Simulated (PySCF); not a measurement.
Polarisability and C₆ of Mo⁺ (molybdenum, charge +1)

[Kr] 4d4 5s1, high-spin 6D determinant (an excited configuration). Calculation: PySCF 2.14, in x2c-TZVPPall with one added diffuse shell each of s, p, d, f type (9s7p7d3f1g, 95 functions); the spin-free X2C one-electron Hamiltonian (Gaussian nucleus). Coupled (time-dependent) response in atomic units; α is the mean over directions.

```
method  mean α (bohr³)         α xx, yy, zz  C₆ (like pair)  S(−4)
PBEsol           39.06  39.11, 39.11, 38.97           303.0  867.3
```

S(−4) is the Cauchy moment in α(ω) = α(0) + S(−4) ω² + …

Spin-orbit coupling is absent.

α(iu) at PBEsol:

| u (hartree) | α(iu) (bohr³) |
| --- | --- |
| 0 | 39.06 |
| 0.0500 | 37.04 |
| 0.100 | 32.31 |
| 0.200 | 22.61 |
| 0.300 | 16.28 |
| 0.500 | 9.996 |
| 0.750 | 6.576 |
| 1.00 | 4.796 |
| 1.50 | 2.941 |
| 2.00 | 1.990 |
| 3.00 | 1.076 |
| 5.00 | 0.4565 |

For an ion, C₆ is the dispersion term alone; charge-induced terms of lower order in 1/R come first.

The components differ because the open shell of this determinant is not spherical; for a pure term their mean is the scalar polarisability.
